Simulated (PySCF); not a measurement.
**H2WN, doublet: molecular constants**

Computed with UPBE0 in PySCF with W def2-TZVP with ECP60, N def2-TZVP, H def2-TZVP; scalar-relativistic core potentials, no spin–orbit coupling; density-fitted integrals.

The structure is a saddle point with 1 imaginary mode.

```xyz
4
charge 0 multiplicity 2, angstrom
W     0.0000    0.0000    0.1093
N     0.0000    0.0000   -1.5436
H    -1.6652    0.0000    0.7513
H     1.6652    0.0000    0.7513
```

```
Point group                                                                   : C2v
Bond lengths                                                                  : W–H 1.785 Å (×2), W–N 1.653 Å
Bond angles                                                                   : H–W–H 137.8°, H–W–N 111.1° (×2)
Atomisation energy without zero-point energy                                  : 1103 kJ/mol
Highest occupied level (α)                                                    : -7.90 eV
Principal quadrupole moments (Buckingham, traceless) about the centre of mass : -4.45, -3.23, 7.68 D Å
Lowest empty level (α)                                                        : -4.55 eV
Zero-point energy (real modes)                                                : 36.3 kJ/mol
Dipole moment                                                                 : 2.38 D
Spin squared ⟨S²⟩                                                             : 0.762
Rotational constants                                                          : 3.016, 0.4594, 0.3986 cm⁻¹
Principal polarisabilities                                                    : 46.2, 47.0, 55.0 bohr³
```

Harmonic modes (masses in u: W 183.951, N 14.003, H 1.008):
```csv
symmetry,ω (cm⁻¹),IR (km/mol),type
b1,967i,–,bend
b2,544,4.2,bend
a1,688,15.0,bend
a1,1165,81.9,stretch
b2,1793,406,stretch
a1,1882,75.3,stretch
```

In C2v the vibrations span b1 + 2b2 + 3a1. Here b1 is antisymmetric to the molecular plane and b2 lies in it.

Charges (e):
| atom | Mulliken | Löwdin | polar tensor | spin (Mulliken) | Mayer order to W1 |
| --- | --- | --- | --- | --- | --- |
| W1 | 0.64 | 0.62 | 1.36 | 1.20 | – |
| N2 | -0.36 | -0.29 | -0.62 | -0.15 | 2.93 |
| H3,4 | -0.14 | -0.17 | -0.37 | -0.02 | 0.93 |

Mulliken populations on W1 (electrons outside its core potential): s 2.87, p 6.55, d 3.89, f 0.05.

Only a few start shapes were tried, so a lower isomer may exist. Open d and f shells are described by one determinant, and the ground state may have another occupation or spin. At this level a doublet minimum of Cs symmetry lies 91 kJ/mol below this structure. Spin–orbit coupling, left out here, can matter for elements this heavy.

The final relaxation and frequency run took 42 s on 2 threads of a shared Arm Neoverse V1 host, with 83 basis functions and 13 gradients; the process peaked at 1 GiB.
